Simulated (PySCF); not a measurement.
Two-component Hartree-Fock for Co²⁺ (cobalt, charge +2)

Start: [Ar] 3d6 4s1; 3d3/2 filled at m_j = +3/2; 3d5/2 filled at m_j = -3/2, -1/2, +1/2, +3/2, +5/2; 4s1/2 filled at m_j = +1/2. Calculated with PySCF 2.14 in x2c-TZVPall-2c (6s7p4d1f, 54 functions): generalised Hartree-Fock with the X2C-1e Hamiltonian and a Gaussian nucleus; one run each with spin-orbit coupling (SO) switched off, then screened by Boettger's factors. This is a chosen level, not necessarily the ground level.

```json
{"spinor shell": "1s1/2", "electrons": "2", "ε, spin-free (eV)": "-7803.7", "ε, screened SO (eV)": "-7803.6", "weight of nominal j (screened SO)": "1.000", "rms radius, screened SO (bohr)": "0.0649"}
{"spinor shell": "2s1/2", "electrons": "2", "ε, spin-free (eV)": "-992.86", "ε, screened SO (eV)": "-992.82", "weight of nominal j (screened SO)": "1.000", "rms radius, screened SO (bohr)": "0.276"}
{"spinor shell": "2p1/2", "electrons": "2", "ε, spin-free (eV)": "-850.37", "ε, screened SO (eV)": "-861.03", "weight of nominal j (screened SO)": "0.987", "rms radius, screened SO (bohr)": "0.247"}
{"spinor shell": "2p3/2", "electrons": "4", "ε, spin-free (eV)": "-850.37", "ε, screened SO (eV)": "-845.13", "weight of nominal j (screened SO)": "0.993", "rms radius, screened SO (bohr)": "0.249"}
{"spinor shell": "3s1/2", "electrons": "2", "ε, spin-free (eV)": "-152.47", "ε, screened SO (eV)": "-152.46", "weight of nominal j (screened SO)": "1.000", "rms radius, screened SO (bohr)": "0.824"}
{"spinor shell": "3p3/2", "electrons": "4", "ε, spin-free (eV)": "-108.63", "ε, screened SO (eV)": "-107.75", "weight of nominal j (screened SO)": "0.829", "rms radius, screened SO (bohr)": "0.878"}
{"spinor shell": "3p1/2", "electrons": "2", "ε, spin-free (eV)": "-108.63", "ε, screened SO (eV)": "-110.41", "weight of nominal j (screened SO)": "0.659", "rms radius, screened SO (bohr)": "0.874"}
{"spinor shell": "3d5/2", "electrons": "5", "ε, spin-free (eV)": "-45.634", "ε, screened SO (eV)": "-46.706", "weight of nominal j (screened SO)": "0.586", "rms radius, screened SO (bohr)": "1.04"}
{"spinor shell": "3d3/2", "electrons": "1", "ε, spin-free (eV)": "-45.634", "ε, screened SO (eV)": "-40.290", "weight of nominal j (screened SO)": "0.788", "rms radius, screened SO (bohr)": "1.09"}
{"spinor shell": "4s1/2", "electrons": "1", "ε, spin-free (eV)": "-26.797", "ε, screened SO (eV)": "-26.796", "weight of nominal j (screened SO)": "1.000", "rms radius, screened SO (bohr)": "2.59"}
```

```
   quantity    spin-free  screened SO
E (hartree)  -1390.86228  -1390.89066
        M_J          9/2          9/2
       ⟨J²⟩       24.756       24.756
       ⟨L²⟩        6.004        6.013
       ⟨S²⟩        8.752        8.746
```

Each row is a mean over spinors that exchange with the open shell spreads, by up to 17.284 eV (3p3/2).

Rows whose weight is well below 1 are mixtures of j = l ± 1/2: exchange outweighs spin-orbit coupling there, and the label is only the starting occupation.

Without spin-orbit coupling the j labels of p, d and f shells carry no meaning; the spin-free column gives the mean over the occupied spinors of each nl shell.
